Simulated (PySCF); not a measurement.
C10H7N3.

```xyz
20

C     -0.4976    -2.7401     0.0000
C      0.8014    -2.2822     0.0000
C      1.0895    -0.8915     0.0000
N      2.3510    -0.4706     0.0000
C      2.5859     0.8483     0.0000
C      1.5958     1.8039     0.0000
C      0.2330     1.4041     0.0000
N     -0.7455     2.2937     0.0000
C     -2.0186     1.8503     0.0000
C     -2.3602     0.5239     0.0000
C     -1.3289    -0.4640     0.0000
C     -1.5684    -1.8369     0.0000
N     -0.0058     0.0058     0.0000
H     -0.6958    -3.8146     0.0000
H      1.6658    -2.9438     0.0000
H      3.6397     1.1498     0.0000
H      1.7972     2.8733     0.0000
H     -2.7961     2.6223     0.0000
H     -3.3976     0.1913     0.0000
H     -2.6038    -2.1755     0.0000
```
Charge 0, spin multiplicity 1.

The structure is a stationary point at B3LYP-D3(BJ)/def2-SVP.

The numbers are results of PBE/pcSseg-1 in PySCF, not measurements. Non-relativistic, no solvent.

Give the absolute GIAO shielding of each atom: isotropic value and principal components (ppm). (The exact figures need the calculation; the answer reports its results.)


```csv
atom,σ(iso),σ11,σ22,σ33,span
C1,36.5,-71.3,22.1,158.6,229.8
C2,59.3,-16.6,58.3,136.3,152.9
C3,18.9,-38.4,12.2,83.0,121.4
N4,-12.0,-209.4,-69.5,243.0,452.4
C5,18.5,-86.4,21.8,120.0,206.4
C6,67.6,-9.4,76.7,135.6,145.1
C7,17.0,-43.0,11.6,82.3,125.3
N8,-3.1,-193.4,-59.0,243.2,436.7
C9,22.3,-78.8,24.2,121.6,200.4
C10,67.4,-15.4,81.7,135.8,151.2
C11,24.1,-49.6,12.5,109.3,158.9
C12,72.6,-1.9,75.4,144.3,146.1
N13,23.1,-62.1,-40.0,171.5,233.6
H14,25.6,23.9,26.3,26.6,2.7
H15,26.4,24.8,27.2,27.3,2.5
H16,25.1,23.0,25.7,26.5,3.5
H17,27.1,24.9,27.4,28.9,3.9
H18,25.5,23.5,26.3,26.7,3.2
H19,27.2,24.7,28.1,28.7,4.0
H20,27.2,25.6,27.7,28.2,2.6
```
